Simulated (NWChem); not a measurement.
# CH5NOSn, singlet; SMILES [NH2][Sn][O]C

```xyz
9

Sn     0.2654    -0.6121     0.0000
O      0.7261     1.3431     0.0000
C     -0.1570     2.4134     0.0000
H     -0.8189     2.4340     0.8911
H      0.4070     3.3641     0.0000
H     -0.8189     2.4340    -0.8911
N     -1.7513    -0.3323     0.0000
H     -2.2258     0.5660     0.0000
H     -2.4228    -1.0938     0.0000
```
Atoms are numbered in this order, from 1.

Low-valent species are run as closed-shell singlets; no triplet was tried in these runs. Geometry: optimised at PBE0/def2-SVP. No frequency run checked for a minimum. def2 effective core potentials on Sn; no spin-orbit coupling.

Symmetry labels are those of Cs in the frame above (b1 and b2, or b-type labels, depend on it).

Task: List the 4 lowest vertical singlet excitations from CAM-B3LYP/def2-SVPD with def2 effective core potentials on Sn, TDA (NWChem).

Result: 
```csv
state,energy (eV),oscillator strength,symmetry,leading excitation (squared amplitude)
S1,4.83,0.068,a",HOMO−1 → LUMO (0.87)
S2,5.10,0.030,a',HOMO → LUMO (0.90)
S3,5.40,0.070,a",HOMO−3 → LUMO (0.86)
S4,5.67,0.062,a',HOMO−2 → LUMO (0.87)
```
